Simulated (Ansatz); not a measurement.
`N#[C][Ge]([F])([C]#N)[C]#N` + H₂ → `N#[C][GeH]([C]#N)[C]#N` + H–F at 298.15 K and 1 bar (hydrogenolysis of a Ge–F bond).

Isolated molecules relaxed with PBE0-D4/def2-TZVP in Ansatz; ΔE leaves out vibrations. CCSD(T)/CBS is the MP2 limit (def2-TZVPP, def2-QZVPP) plus CCSD(T) − MP2 in def2-TZVPP, frozen cores. This one scheme is used for every species. For Ge outer-core shells are correlated without core-valence functions, which leaves a few kJ/mol of doubt a bond. Scalar relativity is left out up to krypton.

```json
{"species": "`N#[C][Ge]([F])([C]#N)[C]#N`", "CCSD(T)/CBS energy (Eh)": "-2454.14216", "H − E (kJ/mol)": "98.7", "S (J/(mol·K))": "395.4"}
{"species": "H₂", "CCSD(T)/CBS energy (Eh)": "-1.17544", "H − E (kJ/mol)": "35.1", "S (J/(mol·K))": "130.4"}
{"species": "`N#[C][GeH]([C]#N)[C]#N`", "CCSD(T)/CBS energy (Eh)": "-2354.91840", "H − E (kJ/mol)": "110.9", "S (J/(mol·K))": "373.4"}
{"species": "H–F", "CCSD(T)/CBS energy (Eh)": "-100.39570", "H − E (kJ/mol)": "33.5", "S (J/(mol·K))": "173.6"}
```

H − E and S are ideal-gas, rigid-rotor, harmonic terms from PBE0-D4/def2-TZVP. For small species the MP2-based limit differs from directly extrapolated CCSD(T) by up to some mEh (0.8 for H₂); such offsets cancel only in part. 1 Eh = 2625.50 kJ/mol, R = 8.31446 J/(mol·K).

Problem. By hand: ΔE, ΔH, ΔS and ΔG.

Solution. ΔE = (-2354.91840) + (-100.39570) − (-2454.14216) − (-1.17544) = 0.00350 Eh = 9.2 kJ/mol. Δ(H − E) = 110.9 + 33.5 − 98.7 − 35.1 = 10.6, so ΔH = 19.8 kJ/mol. ΔS = 373.4 + 173.6 − 395.4 − 130.4 = 21.2 J/(mol·K). ΔG = 19.8 − 298.15 × (21.2)/1000 = 13.5 kJ/mol.

Problem. By hand: the equilibrium constant, and the temperature at which ΔG would vanish if ΔH and ΔS stayed fixed.

Solution. log₁₀ K = −ΔG/(RT ln 10) = -2.4. ΔG = 0 at ΔH/ΔS = 934 K.

ΔH outweighs TΔS. A doubt of 5 kJ/mol in ΔE shifts log₁₀ K by 0.9 here. These are equilibria of isolated gas molecules and say nothing of rates. Largest T1 diagnostic: 0.014 (customary marks: 0.02 for closed shells, 0.045 for open ones).
